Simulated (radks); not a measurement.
Q: The boron ion B+, configuration [He] 2s2 (the NIST ground configuration). All-electron calculation, scalar-relativistic Kohn-Sham, PBE, spin-unpolarised, spherical densities, point nucleus; hard spherical wall at 4 bohr. Program: a radial shooting solver on a logarithmic mesh with Libxc functionals. Some entries of the table are withheld. Estimate them.

orbital,occ.,eigenvalue (Ry),<r> (bohr),<1/r> (bohr^-1)
1s,2,-14.11486,(1),4.654
2s,2,(2),1.666,0.8427
2p,0,-0.86839,1.624,0.7659
3d,0,(3),(4),0.4648
3s,0,(5),2.313,(6)

A: 
(1) 1s <r> (bohr): 0.3294
(2) 2s eigenvalue (Ry): -1.34247
(3) 3d eigenvalue (Ry): 0.65639
(4) 3d <r> (bohr): 2.344
(5) 3s eigenvalue (Ry): 1.02898
(6) 3s <1/r> (bohr^-1): 0.7112
